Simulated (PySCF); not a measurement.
Sn(F)(Cl)2(NH2) (Cl2FH2NSn), SMILES [NH2][Sn]([F])([Cl])[Cl].

The structure is a stationary point at B3LYP-D3(BJ)/def2-SVP. The structure was generated by enumeration; whether it is a known compound was not checked. The def2 effective core potentials stand for the cores of Sn; spin–orbit coupling is left out. The values are those of a single conformer.

Calculation: TDA-PBE/def2-SVPD (PySCF).

Vertical excitations. Isolated molecule, no solvent.

Task: Estimate the UV-visible absorptions. (The exact figures need the calculation; the answer reports its results.)

Result: 
```json
[
 {"state": "S1", "energy (eV)": "3.91", "λ (nm)": "317", "f": "0.021", "main pairs": "HOMO→LUMO 95 %"},
 {"state": "S2", "energy (eV)": "4.54", "λ (nm)": "273", "f": "0.005", "main pairs": "HOMO−1→LUMO 87 %"},
 {"state": "S3", "energy (eV)": "4.62", "λ (nm)": "268", "f": "0.011", "main pairs": "HOMO−2→LUMO 86 %"},
 {"state": "S4", "energy (eV)": "4.76", "λ (nm)": "260", "f": "0.026", "main pairs": "HOMO−3→LUMO 94 %"},
 {"state": "S5", "energy (eV)": "4.88", "λ (nm)": "254", "f": "0.018", "main pairs": "HOMO−4→LUMO 95 %"},
 {"state": "S6", "energy (eV)": "5.64", "λ (nm)": "220", "f": "0.049", "main pairs": "HOMO−5→LUMO 91 %"},
 {"state": "S7", "energy (eV)": "5.65", "λ (nm)": "219", "f": "0.032", "main pairs": "HOMO−6→LUMO 93 %"},
 {"state": "S8", "energy (eV)": "6.62", "λ (nm)": "187", "f": "0.043", "main pairs": "HOMO→LUMO+1 74 %, HOMO→LUMO+2 12 %"},
 {"state": "S9", "energy (eV)": "6.63", "λ (nm)": "187", "f": "0.010", "main pairs": "HOMO→LUMO+2 86 %"},
 {"state": "S10", "energy (eV)": "6.88", "λ (nm)": "180", "f": "0.092", "main pairs": "HOMO−7→LUMO 68 %, HOMO−1→LUMO+1 16 %"},
 {"state": "T1", "energy (eV)": "3.37", "λ (nm)": "368", "f": "0", "main pairs": "HOMO→LUMO 99 %"},
 {"state": "T2", "energy (eV)": "4.21", "λ (nm)": "294", "f": "0", "main pairs": "HOMO−1→LUMO 99 %"},
 {"state": "T3", "energy (eV)": "4.28", "λ (nm)": "289", "f": "0", "main pairs": "HOMO−2→LUMO 99 %"},
 {"state": "T4", "energy (eV)": "4.35", "λ (nm)": "285", "f": "0", "main pairs": "HOMO−3→LUMO 100 %"}
]
```
Triplets are in the Tamm–Dancoff approximation.
